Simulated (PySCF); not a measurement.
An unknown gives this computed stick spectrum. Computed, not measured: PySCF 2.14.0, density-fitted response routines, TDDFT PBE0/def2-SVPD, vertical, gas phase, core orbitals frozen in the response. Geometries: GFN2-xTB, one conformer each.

| state | E (eV) | f |
| --- | --- | --- |
| S1 | 6.38 | 0.059 |
| S2 | 6.44 | 0.061 |
| S3 | 6.95 | 0.392 |
| S4 | 7.35 | 0.053 |
| S5 | 7.43 | 0.0044 |
| S6 | 7.62 | 0.011 |
| S7 | 7.73 | 0.011 |
| S8 | 7.81 | 0.022 |

Triplets computed (Tamm–Dancoff): 4.26, 5.94, 6.03 eV.

Orbital energies (eV): HOMO-3 -9.70, HOMO-2 -9.00, HOMO-1 -8.78, HOMO -8.28, LUMO -1.02, LUMO+1 0.28, LUMO+2 0.63.

Question: Which candidate is it? All have the formula C5H6ClN.
A. `N#C[C@H]1C[C@@H](Cl)C1`
B. `C(=C/C#N)/[C@H](Cl)C`
C. `N#CC/C=C/CCl`
D. `CC/C(Cl)=C\C#N`

Answer: C. Its S1 lies at 6.38 eV; the nearest of the others has S1 at 5.75 eV. S1 is HOMO-1→LUMO (44%), HOMO→LUMO (26%), HOMO-2→LUMO (26%). Löwdin shares by element: HOMO carbon 65% or more, chlorine 21%; LUMO carbon 61% or more, chlorine 17% (atoms not listed hold the other 22%). At the same level the other candidates give, for their lowest levels:
- `C[C@@H](Cl)/C=C\C#N`: 5.66 eV (f 0.118); 5.70 eV (f 0.004); 6.12 eV (f 0.268); 6.37 eV (f 0.024); 6.97 eV (f 0.009); T1 3.60 eV; HOMO -8.32, LUMO -1.96 eV
- `CC/C(Cl)=C\C#N`: 5.75 eV (f 0.430); 6.20 eV (f 0.003); 6.28 eV (f 0.000); 6.59 eV (f 0.001); 7.17 eV (f 0.004); T1 3.49 eV; HOMO -7.89, LUMO -1.73 eV
- `N#C[C@H]1C[C@@H](Cl)C1`: 7.25 eV (f 0.001); 7.28 eV (f 0.000); 7.58 eV (f 0.000); 7.68 eV (f 0.006); 7.79 eV (f 0.012); T1 6.33 eV; HOMO -8.70, LUMO 0.04 eV

The values belong to the conformer `[N:1]#[C:2][CH2:3]/[CH:4]=[CH:5]/[CH2:6][Cl:7]`: C2–C3–C4–C5 116°, C4–C5–C6–Cl7 -111°.
